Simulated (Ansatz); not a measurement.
Geometry optimisation of `[SH][Ti]([SH])([SH])[SH]`.

```yaml
crystal:
  periodic: [false, false, false]
  atoms:
    - {symbol: S, position_ang: [-2.188190, -0.535870, 0.849100]}
    - {symbol: Ti, position_ang: [-0.105590, -0.167660, -0.039200]}
    - {symbol: S, position_ang: [1.551550, -1.240020, 1.134880]}
    - {symbol: S, position_ang: [-0.025430, -0.802870, -2.241140]}
    - {symbol: S, position_ang: [0.291440, 2.092580, 0.102280]}
    - {symbol: H, position_ang: [-2.779730, 0.058100, -0.201630]}
    - {symbol: H, position_ang: [2.334190, -0.150410, 1.161110]}
    - {symbol: H, position_ang: [1.156330, -1.420350, -2.101820]}
    - {symbol: H, position_ang: [-0.234570, 2.166490, 1.336420]}
basis:
  gaussian: {orbitals: def2-TZVP}
hamiltonian: {xc: pbe0, dispersion: d4}
relax: {f_tol: 0.005, max_steps: 150}
```

```sh
$ ansatz run in.yaml --threads 2 --pin off --events-out ev --progress --plain --max-ram 32768MiB --backend cuda --devices 0, --max-vram 18GiB
```

Shortened log:

```
Functional definition: PBE0
mean field -66507.05699515 eV, -2444.0892644693 hartree, gradient 3.1e-5 eV, S^2 0.000000; 0 other end points of the search recorded, 0 dependent functions left out
relax step   1: F+E_penalty+E_count = -66507.37840062 eV  Δ(F+E_penalty+E_count) = +0.000e0 eV  max|allowed force component| = 3.375e-1 eV/Å  Δτ_max = 0.0000 Å  (30 SCF iters, accepted)
mean field -66507.09989178 eV, -2444.0908408913 hartree, gradient 1.8e-5 eV, S^2 0.000000; 0 other end points of the search recorded, 0 dependent functions left out
relax step   2: F+E_penalty+E_count = -66507.42773250 eV  Δ(F+E_penalty+E_count) = -4.933e-2 eV  max|allowed force component| = 2.009e-1 eV/Å  Δτ_max = 0.1923 Å  (40 SCF iters, accepted)
mean field -66507.11015007 eV, -2444.0912178767 hartree, gradient 2.0e-5 eV, S^2 0.000000; 0 other end points of the search recorded, 0 dependent functions left out
relax step   3: F+E_penalty+E_count = -66507.43734136 eV  Δ(F+E_penalty+E_count) = -9.609e-3 eV  max|allowed force component| = 1.318e-1 eV/Å  Δτ_max = 0.0891 Å  (36 SCF iters, accepted)
mean field -66507.11275773 eV, -2444.0913137064 hartree, gradient 1.0e-5 eV, S^2 0.000000; 0 other end points of the search recorded, 0 dependent functions left out
relax step   4: F+E_penalty+E_count = -66507.43954627 eV  Δ(F+E_penalty+E_count) = -2.205e-3 eV  max|allowed force component| = 7.438e-2 eV/Å  Δτ_max = 0.0465 Å  (34 SCF iters, accepted)
mean field -66507.11391626 eV, -2444.0913562815 hartree, gradient 1.1e-5 eV, S^2 0.000000; 0 other end points of the search recorded, 0 dependent functions left out
relax step   5: F+E_penalty+E_count = -66507.44047777 eV  Δ(F+E_penalty+E_count) = -9.315e-4 eV  max|allowed force component| = 1.622e-1 eV/Å  Δτ_max = 0.1975 Å  (35 SCF iters, accepted)
mean field -66507.11820697 eV, -2444.0915139624 hartree, gradient 1.3e-5 eV, S^2 0.000000; 0 other end points of the search recorded, 0 dependent functions left out
relax step   6: F+E_penalty+E_count = -66507.44524211 eV  Δ(F+E_penalty+E_count) = -4.764e-3 eV  max|allowed force component| = 1.855e-1 eV/Å  Δτ_max = 0.2000 Å  (39 SCF iters, accepted)
mean field -66507.11507324 eV, -2444.0913987999 hartree, gradient 1.2e-5 eV, S^2 0.000000; 0 other end points of the search recorded, 0 dependent functions left out
relax step   7: F+E_penalty+E_count = -66507.44249577 eV  Δ(F+E_penalty+E_count) = +2.746e-3 eV  max|allowed force component| = 5.767e-1 eV/Å  Δτ_max = 0.1951 Å  (35 SCF iters, rejected (line search))
mean field -66507.13005172 eV, -2444.0919492488 hartree, gradient 7.6e-6 eV, S^2 0.000000; 0 other end points of the search recorded, 0 dependent functions left out
relax step   8: F+E_penalty+E_count = -66507.45728489 eV  Δ(F+E_penalty+E_count) = -1.204e-2 eV  max|allowed force component| = 7.276e-2 eV/Å  Δτ_max = 0.0975 Å  (35 SCF iters, accepted)
mean field -66507.13397403 eV, -2444.0920933910 hartree, gradient 1.3e-5 eV, S^2 0.000000; 0 other end points of the search recorded, 0 dependent functions left out
relax step   9: F+E_penalty+E_count = -66507.46163757 eV  Δ(F+E_penalty+E_count) = -4.353e-3 eV  max|allowed force component| = 4.217e-1 eV/Å  Δτ_max = 0.0979 Å  (34 SCF iters, accepted)
mean field -66507.14163428 eV, -2444.0923749001 hartree, gradient 9.7e-6 eV, S^2 0.000000; 0 other end points of the search recorded, 0 dependent functions left out
relax step  10: F+E_penalty+E_count = -66507.46943728 eV  Δ(F+E_penalty+E_count) = -7.800e-3 eV  max|allowed force component| = 2.341e-1 eV/Å  Δτ_max = 0.0750 Å  (36 SCF iters, accepted)
mean field -66507.14508750 eV, -2444.0925018036 hartree, gradient 1.5e-5 eV, S^2 0.000000; 0 other end points of the search recorded, 0 dependent functions left out
relax step  11: F+E_penalty+E_count = -66507.47376824 eV  Δ(F+E_penalty+E_count) = -4.331e-3 eV  max|allowed force component| = 1.624e-1 eV/Å  Δτ_max = 0.1953 Å  (39 SCF iters, accepted)
mean field -66507.14417575 eV, -2444.0924682973 hartree, gradient 1.5e-5 eV, S^2 0.000000; 0 other end points of the search recorded, 0 dependent functions left out
relax step  12: F+E_penalty+E_count = -66507.47199017 eV  Δ(F+E_penalty+E_count) = +1.778e-3 eV  max|allowed force component| = 9.518e-2 eV/Å  Δτ_max = 0.1329 Å  (35 SCF iters, rejected (line search))
mean field -66507.15180778 eV, -2444.0927487695 hartree, gradient 1.2e-5 eV, S^2 0.000000; 0 other end points of the search recorded, 0 dependent functions left out
relax step  13: F+E_penalty+E_count = -66507.47986954 eV  Δ(F+E_penalty+E_count) = -6.101e-3 eV  max|allowed force component| = 3.919e-2 eV/Å  Δτ_max = 0.0649 Å  (35 SCF iters, accepted)
mean field -66507.15252453 eV, -2444.0927751094 hartree, gradient 2.3e-5 eV, S^2 0.000000; 0 other end points of the search recorded, 0 dependent functions left out
relax step  14: F+E_penalty+E_count = -66507.48059624 eV  Δ(F+E_penalty+E_count) = -7.267e-4 eV  max|allowed force component| = 1.818e-2 eV/Å  Δτ_max = 0.0652 Å  (35 SCF iters, accepted)
mean field -66507.15314873 eV, -2444.0927980481 hartree, gradient 7.9e-6 eV, S^2 0.000000; 0 other end points of the search recorded, 0 dependent functions left out
relax step  15: F+E_penalty+E_count = -66507.48112999 eV  Δ(F+E_penalty+E_count) = -5.337e-4 eV  max|allowed force component| = 2.078e-2 eV/Å  Δτ_max = 0.0281 Å  (34 SCF iters, accepted)
mean field -66507.15343322 eV, -2444.0928085031 hartree, gradient 1.9e-5 eV, S^2 0.000000; 0 other end points of the search recorded, 0 dependent functions left out
relax step  16: F+E_penalty+E_count = -66507.48136110 eV  Δ(F+E_penalty+E_count) = -2.311e-4 eV  max|allowed force component| = 1.028e-2 eV/Å  Δτ_max = 0.0184 Å  (34 SCF iters, accepted)
mean field -66507.15365879 eV, -2444.0928167927 hartree, gradient 1.1e-5 eV, S^2 0.000000; 0 other end points of the search recorded, 0 dependent functions left out
relax step  17: F+E_penalty+E_count = -66507.48150943 eV  Δ(F+E_penalty+E_count) = -1.483e-4 eV  max|allowed force component| = 1.938e-2 eV/Å  Δτ_max = 0.0306 Å  (34 SCF iters, accepted)
mean field -66507.15372448 eV, -2444.0928192068 hartree, gradient 1.9e-5 eV, S^2 0.000000; 0 other end points of the search recorded, 0 dependent functions left out
relax step  18: F+E_penalty+E_count = -66507.48157507 eV  Δ(F+E_penalty+E_count) = -6.564e-5 eV  max|allowed force component| = 2.011e-2 eV/Å  Δτ_max = 0.0217 Å  (34 SCF iters, accepted)
mean field -66507.15378093 eV, -2444.0928212814 hartree, gradient 1.9e-5 eV, S^2 0.000000; 0 other end points of the search recorded, 0 dependent functions left out
relax step  19: F+E_penalty+E_count = -66507.48162123 eV  Δ(F+E_penalty+E_count) = -4.616e-5 eV  max|allowed force component| = 1.681e-2 eV/Å  Δτ_max = 0.0155 Å  (34 SCF iters, accepted)
mean field -66507.15381693 eV, -2444.0928226041 hartree, gradient 1.9e-5 eV, S^2 0.000000; 0 other end points of the search recorded, 0 dependent functions left out
relax step  20: F+E_penalty+E_count = -66507.48163617 eV  Δ(F+E_penalty+E_count) = -1.495e-5 eV  max|allowed force component| = 1.208e-2 eV/Å  Δτ_max = 0.0119 Å  (34 SCF iters, accepted)
mean field -66507.15383004 eV, -2444.0928230859 hartree, gradient 1.8e-5 eV, S^2 0.000000; 0 other end points of the search recorded, 0 dependent functions left out
relax step  21: F+E_penalty+E_count = -66507.48164431 eV  Δ(F+E_penalty+E_count) = -8.133e-6 eV  max|allowed force component| = 4.097e-3 eV/Å  Δτ_max = 0.0038 Å  (28 SCF iters, accepted)
mean field -66507.15383004 eV, -2444.0928230859 hartree, gradient 1.9e-5 eV, S^2 0.000000; 1 other end points of the search recorded, 0 dependent functions left out
Total energy: -66507.48167678 eV, -2444.1048712313 hartree
Atom 0 at    -1.998031    -0.761281     0.887018 Å, force     0.000553     0.002364    -0.001422 eV/Å
Atom 1 at    -0.042378    -0.246169    -0.136255 Å, force     0.000820    -0.002705     0.000267 eV/Å
Atom 2 at     1.605852    -1.285118     1.030687 Å, force    -0.000017     0.001693     0.001785 eV/Å
Atom 3 at    -0.100061    -1.144037    -2.205092 Å, force    -0.001635    -0.000465     0.000576 eV/Å
Atom 4 at     0.206668     2.011524    -0.342152 Å, force    -0.000797     0.000663     0.004097 eV/Å
Atom 5 at    -2.609831     0.239504     0.219473 Å, force    -0.000355    -0.000814     0.000809 eV/Å
Atom 6 at     1.646754    -0.284460     1.934362 Å, force    -0.000160    -0.001637    -0.001612 eV/Å
Atom 7 at     1.155281    -0.675904    -2.387131 Å, force     0.001444     0.001100    -0.000546 eV/Å
Atom 8 at     0.135747     2.145932     0.999090 Å, force     0.000147    -0.000197    -0.003954 eV/Å
Dipole moment:     0.067894     0.255393     0.123819 e Å
```

It took 54 s on 2 threads of an AMD EPYC 7R13 on a shared host and a share of an NVIDIA H100 80 GB, with 0.92 GiB of host memory at the peak.
